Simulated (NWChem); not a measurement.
System: TiH$_{2}$O$_{2}$F$_{2}$; SMILES [F][Ti]([OH])([OH])[F]

```xyz
7

Ti     0.0194     0.0100     0.0103
F      1.1165    -1.2364     0.5942
F      0.9005     1.5237    -0.1964
O     -1.2865     0.2479     1.2098
H     -2.2518     0.2802     1.0924
O     -0.6768    -0.4756    -1.5566
H     -0.6212    -1.2632    -2.1241
```
Atoms are numbered in this order, from 1.

Results from NWChem. Medium grid unless said otherwise, to which SCAN and Minnesota functionals are sensitive. Geometry: optimised at PBE-D3(BJ)/def2-SVP. Hybrids' shares of exact exchange are those that their runs print; pure functionals count as 0. The functionals differ in more than this share.

| row | share of exact exchange | orbital gap (eV) |
|---|---|---|
| PBE/def2-SVP | 0.00 | 5.03 |
| PW91/def2-SVP | 0.00 | 5.01 |
| B3LYP/def2-SVP | 0.20 | 7.11 |
| B97-2/def2-SVP | 0.21 | 7.19 |
| M05-2X/def2-SVP | 0.56 | withheld |

Q: Fit a straight line of the last column on the one before it, predict the withheld value, and compare with the run.

A: 
1. Means of the 4 shown rows: x = 0.103, y = 6.085. Slope Σ(x − x̄)(y − ȳ)/Σ(x − x̄)² = 0.4371/0.04208 = 10.39; intercept 5.020.
2. The shown rows scatter about the line by 0.011 (root mean square); the largest residual is +0.01, at B3LYP/def2-SVP.
3. At x = 0.56 (M05-2X/def2-SVP; beyond the shown range) the line gives 10.84.
4. The run gives 10.83, -0.01 from the line.
